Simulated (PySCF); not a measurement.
C₂H₃BO₂.
Cartesian coordinates in Å at the PBE0-D3(BJ)/def2-SVP level; atoms count from 1:
```xyz
8
C2H3BO2 angstrom
C      2.1010    0.3134    0.2277
C      0.9103    0.1848    0.0180
B     -0.6061   -0.0112   -0.2015
O     -1.3639   -0.7097    0.6901
O     -1.1916    0.5196   -1.2991
H      3.1554    0.4346    0.4009
H     -0.8518   -1.0358    1.4360
H     -2.1353    0.3231   -1.3213
```

Theory: PySCF, PBE0-D3(BJ)/def2-SVP geometry optimisation, gas phase.

Take the most abundant isotopes and a rigid rotor. The values belong to one conformer with, in the numbering `[CH:1]#[C:2][B:3]([OH:4])[OH:5]`, C2–B3–O4–H 1°, C2–B3–O5–H 180°.

Problem. What are A, B and C (MHz)?

Solution. Ia = 48.81, Ib = 138.07, Ic = 186.88 u·Å²; 505379 MHz·u·Å²/I gives A = 10353, B = 3660, C = 2704 MHz.

Problem. What kind of rotor is it?

Solution. An asymmetric top: κ = (2 × 3660 − 10353 − 2704)/(10353 − 2704) = -0.75.

Problem. Is it planar, by Δ = Ic − Ia − Ib?

Solution. Planar: Δ = Ic − Ia − Ib = 0.00 u·Å². For a rigid frame Δ = −2 Σ m c², so it vanishes when all atoms lie in the ab plane; here none is more than 0.01 Å from it.

Problem. Predict some low-J microwave lines.

Solution. The dipole components are |μa| = 0.12 D, |μb| = 1.56 D, |μc| = 0.00 D; the mirror of this Cs structure is the ab plane, so μc vanishes by symmetry and there are no c-type lines. Intensities carry the squares of the components, which stand as 0.01 : 1.00 (a : b). Some lines, for components of 0.1 D or more:

```json
{"type": "b", "branch": "R", "J(Ka,Kc)": "3(1,2) ← 2(2,1)", "MHz": "386", "lower level (cm⁻¹)": "1.594"}
{"type": "a", "branch": "Q", "J(Ka,Kc)": "4(2,2) ← 4(2,3)", "MHz": "1371", "lower level (cm⁻¹)": "3.077"}
{"type": "a", "branch": "Q", "J(Ka,Kc)": "2(1,1) ← 2(1,2)", "MHz": "2868", "lower level (cm⁻¹)": "0.828"}
{"type": "a", "branch": "R", "J(Ka,Kc)": "1(0,1) ← 0(0,0)", "MHz": "6365", "lower level (cm⁻¹)": "0.000"}
{"type": "b", "branch": "Q", "J(Ka,Kc)": "2(1,1) ← 2(0,2)", "MHz": "8700", "lower level (cm⁻¹)": "0.634"}
{"type": "b", "branch": "R", "J(Ka,Kc)": "2(1,2) ← 1(0,1)", "MHz": "18466", "lower level (cm⁻¹)": "0.212"}
{"type": "b", "branch": "Q", "J(Ka,Kc)": "3(2,1) ← 3(1,2)", "MHz": "19178", "lower level (cm⁻¹)": "1.607"}
{"type": "a", "branch": "R", "J(Ka,Kc)": "3(2,1) ← 2(2,0)", "MHz": "19469", "lower level (cm⁻¹)": "1.597"}
{"type": "b", "branch": "Q", "J(Ka,Kc)": "2(2,0) ← 2(1,1)", "MHz": "20174", "lower level (cm⁻¹)": "0.924"}
{"type": "b", "branch": "Q", "J(Ka,Kc)": "3(2,2) ← 3(1,3)", "MHz": "24438", "lower level (cm⁻¹)": "1.415"}
{"type": "a", "branch": "R", "J(Ka,Kc)": "4(2,2) ← 3(2,1)", "MHz": "26285", "lower level (cm⁻¹)": "2.246"}
{"type": "b", "branch": "R", "J(Ka,Kc)": "5(0,5) ← 4(1,4)", "MHz": "26618", "lower level (cm⁻¹)": "2.195"}
{"type": "a", "branch": "R", "J(Ka,Kc)": "5(3,3) ← 4(3,2)", "MHz": "32092", "lower level (cm⁻¹)": "4.284"}
{"type": "a", "branch": "R", "J(Ka,Kc)": "5(2,3) ← 4(2,2)", "MHz": "33283", "lower level (cm⁻¹)": "3.123"}
{"type": "b", "branch": "R", "J(Ka,Kc)": "2(2,1) ← 1(1,0)", "MHz": "33764", "lower level (cm⁻¹)": "0.467"}
{"type": "b", "branch": "Q", "J(Ka,Kc)": "3(3,1) ← 3(2,2)", "MHz": "35912", "lower level (cm⁻¹)": "2.231"}
{"type": "b", "branch": "Q", "J(Ka,Kc)": "5(3,3) ← 5(2,4)", "MHz": "36641", "lower level (cm⁻¹)": "4.132"}
{"type": "b", "branch": "R", "J(Ka,Kc)": "3(2,1) ← 2(1,2)", "MHz": "42511", "lower level (cm⁻¹)": "0.828"}
{"type": "b", "branch": "R", "J(Ka,Kc)": "5(2,4) ← 4(1,3)", "MHz": "48542", "lower level (cm⁻¹)": "2.513"}
{"type": "b", "branch": "R", "J(Ka,Kc)": "4(2,2) ← 3(1,3)", "MHz": "51193", "lower level (cm⁻¹)": "1.415"}
{"type": "b", "branch": "R", "J(Ka,Kc)": "4(3,1) ← 3(2,2)", "MHz": "61586", "lower level (cm⁻¹)": "2.231"}
{"type": "b", "branch": "Q", "J(Ka,Kc)": "5(5,0) ← 5(4,1)", "MHz": "64341", "lower level (cm⁻¹)": "7.021"}
{"type": "b", "branch": "R", "J(Ka,Kc)": "5(3,3) ← 4(2,2)", "MHz": "66882", "lower level (cm⁻¹)": "3.123"}
{"type": "b", "branch": "R", "J(Ka,Kc)": "5(3,2) ← 4(2,3)", "MHz": "68417", "lower level (cm⁻¹)": "3.077"}
{"type": "b", "branch": "R", "J(Ka,Kc)": "5(4,1) ← 4(3,2)", "MHz": "82078", "lower level (cm⁻¹)": "4.284"}
{"type": "b", "branch": "R", "J(Ka,Kc)": "5(5,0) ← 4(4,1)", "MHz": "96378", "lower level (cm⁻¹)": "5.953"}
```

Problem. Estimate the classical rotational partition function at 200 K, 298.15 K and 500 K.

Solution. Point group Cs, symmetry number σ = 1; q = (√π/σ)·√((kT/h)³/(ABC)), k/h = 20836.6 MHz/K: 47100 at 200 K, 85700 at 298.15 K, 186000 at 500 K.

Stationary, but not proved a minimum. No vibrational averaging or centrifugal distortion is included, and the geometry carries the error of its method. Quadrupole hyperfine structure (11B) is left out.

Hardware: an Arm Neoverse V1 with one thread (shared host). Cost: 10 s wall. That covers the optimisation of the geometry.
